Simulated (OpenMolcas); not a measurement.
# Xe3+: RASPT2 settings compared

| Property | Result |
| --- | --- |
| Program | OpenMolcas 26.06 |
| Basis | ANO-RCC-VTZP [7s6p4d2f1g] |
| Scalar Hamiltonian | X2C, point nucleus |
| Active space | 5 electrons in 9 orbitals (RAS2 5s 5p; RAS3 5d, at most 2 electrons) |
| State averaging | 2S+1 = 4 odd, 1 root; 2S+1 = 2 odd, 8 roots kept (CI in the orbitals of an earlier block); 2S+1 = 4 even, 3 roots; 2S+1 = 2 even, 8 roots kept (CI in the orbitals of an earlier block) |
| Spin-orbit coupling | state interaction with AMFI integrals over the reference wave functions, term energies averaged over their components |

Methods on the same reference wave functions:
A. RASSCF
B. SS-RASPT2, IPEA 0.35 Eh, real shift 0.05 Eh (closed shells correlated: 4d)
C. SS-RASPT2, IPEA 0.2 Eh, imaginary shift 0.25 Eh (closed shells correlated: 4d)
D. SS-RASPT2, IPEA 0.15 Eh, imaginary shift 0.2 Eh (closed shells correlated: 4d)

Energies in cm-1 above 5s2 5p3 4S* 3/2, the measured ground level; measured values from Saloman, J. Phys. Chem. Ref. Data 33, 765 (2004).

```json
{"Level": "5s2 5p3 4S* 3/2", "A": "0.0", "B": "0.0", "C": "0.0", "D": "0.0", "Measured": "0.0"}
{"Level": "5s2 5p3 2D* 3/2", "A": "16622", "B": "13860", "C": "13790", "D": "13760", "Measured": "13267"}
{"Level": "5s2 5p3 2D* 5/2", "A": "20506", "B": "17490", "C": "17420", "D": "17390", "Measured": "17511"}
{"Level": "5s2 5p3 2P* 1/2", "A": "31366", "B": "28830", "C": "28740", "D": "28710", "Measured": "28036"}
{"Level": "5s2 5p3 2P* 3/2", "A": "37197", "B": "34680", "C": "34600", "D": "34570", "Measured": "35650"}
{"Level": "5s 5p4 4P 5/2", "A": "96771", "B": "99890", "C": "99840", "D": "99820", "Measured": "99664"}
{"Level": "5s 5p4 4P 3/2", "A": "103173", "B": "106330", "C": "106280", "D": "106260", "Measured": "106923"}
{"Level": "5s 5p4 4P 1/2", "A": "106980", "B": "110220", "C": "110170", "D": "110160", "Measured": "109254"}
```

Deviations, from unrounded energies. A percentage is the sum of absolute deviations over the sum of measured energies, with the sign that they share, or ± where signs differ.

```csv
Against measurement,Levels,A,B,C,D
mean absolute deviation (cm-1),7,2900,590,590,580
other terms of the ground configuration (%),4,+11.9,±2.5,±2.5,±2.5
other configurations (%),3,-2.8,±0.6,±0.5,±0.5
```

B, C, D lie about equally close to measurement and A furthest from it. The largest miss of D in the table is 5s2 5p3 2P* 3/2, by -1100 cm-1. The ranking rests on the paired levels alone, and a cruder setting can come out closer through cancelling errors.

Among B to D the level of the table that moves most is 5s2 5p3 2P* 1/2, by 110 cm-1 (lowest in D, highest in B). Moves below CASPT2's spread within the term are not significant.

The two smallest mean deviations differ by little beside CASPT2's spread within terms, so their order carries little weight.

From A to B the spin-free energies of the other terms of 5s2 5p3 shown, above 4S*, scale by factors of 0.82 to 0.90.

The lowest spin-free term lies below A's lowest term by 0.472 hartree in B, 0.473 hartree in C, 0.473 hartree in D.

Terms from blocks run as CI alone lack orbitals of their own. The run also gave levels led by 5s2 5p2 5d, which use shells meant for correlation; these and all levels above them are left out. Some terms mix strongly with configurations of 5d, whose occupation reaches 0.15 (5s 5p4 4P). Computed and measured levels are paired by configuration, term and J; levels that our copy of the source lacks, or whose pairing is in doubt (as where it misses far off the trend of its configuration), stay unpaired and out of the deviations. Only configurations of the active space appear. The table leaves out levels that lie high or whose names do not pair safely across all columns.

* marks odd parity.
